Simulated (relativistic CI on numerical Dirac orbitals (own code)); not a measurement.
Fe2+ in a cubic cluster: 1s photoemission with charge transfer

Computed with a charge-transfer multiplet model of a cubic metal-ligand cluster with up to 3 ligand holes, Slater and spin-orbit integrals from Dirac-Coulomb-Breit ions, Slater integrals scaled by 0.8. The ground state mixes d6 with configurations of k ligand holes L, whose averages lie at kΔ + k(k − 1)U_dd/2; a core hole lowers each added d electron by U_cd. 300 K, Lorentzian 1.1 eV and Gaussian 0.6 eV FWHM.

Atomic integrals in eV (Slater integrals scaled, ζ unscaled), ground: F2dd 8.723, F4dd 5.416, zeta_d 0.049; with the core hole: F2dd 10.144, F4dd 6.337, zeta_d 0.073, G2cd 0.054.

Cluster parameters (eV): U_dd = 7.2, U_cd = 9, 10Dq = 0.9, 10Dq(ligand) = 1.2, V(eg) = 1.5, V(t2g) = -0.7, final-state hopping factor = 0.9.

Weights, n_d and S are thermal averages at 300 K. Binding energies count from the first peak over 30 % of the highest in each spectrum, which can be another peak from case to case. The parameters are a model scan and need not match a compound or its usual spin state. Peaks in eV (height, largest 100): 0.0 (86), 2.7 (28), 5.0 (100).

Q: Which parameters give this spectrum?
A. Δ = -0.1 eV
B. Δ = 5.9 eV
C. Δ = 4.9 eV
D. Δ = 2.9 eV
E. Δ = 3.9 eV

A: C. Δ = 4.9 eV; the ground state then has 6.11 d electrons and S = 2.00. The choice follows from running the model for each set and comparing peak positions and heights.
